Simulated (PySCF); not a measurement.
SMILES C[O][Al]([SeH])[SeH], PBE0/def2-SVP optimised geometry.

```
10

Al     0.69    -0.09     0.00
O     -0.79     0.72     0.01
C     -2.16     0.56     0.03
H     -2.62     1.01    -0.87
H     -2.47    -0.50     0.07
H     -2.60     1.07     0.91
Se     2.62     1.17    -0.01
H      1.82     2.41    -0.01
Se     0.76    -2.41     0.00
H      2.23    -2.41     0.00
```

Density from PBE0/def2-TZVP run with PySCF at that geometry.

Minimum of the electron density along straight lines between bonded atoms, close to the bond critical point (lines longer than 1.1 times the sum of covalent radii, or with two minima, are not listed):

| bond | length / Å | ρ at the minimum / e bohr⁻³ | ∇²ρ there / e bohr⁻⁵ | position (fraction from the first atom) |
|---|---|---|---|---|
| Al1–O2 | 1.687 | … | 0.83 | 0.43 |
| O2–C3 | 1.388 | 0.266 | -0.45 | 0.66 |
| C3–H4 | 1.104 | 0.277 | -0.96 | 0.65 |
| C3–H5 | 1.106 | 0.276 | -0.94 | 0.64 |
| C3–H6 | 1.104 | 0.277 | -0.96 | 0.65 |
| Al1–Se7 | 2.309 | 0.067 | … | 0.36 |
| Se7–H8 | 1.472 | 0.173 | -0.30 | 0.63 |
| Al1–Se9 | 2.316 | 0.066 | … | 0.36 |
| Se9–H10 | 1.472 | 0.172 | -0.30 | 0.63 |

**Question.** Some entries are withheld; supply them.

**Answer.** 
- Al1–O2, ρ at the minimum / e bohr⁻³: 0.108
- Al1–Se7, ∇²ρ there / e bohr⁻⁵: 0.14
- Al1–Se9, ∇²ρ there / e bohr⁻⁵: 0.13
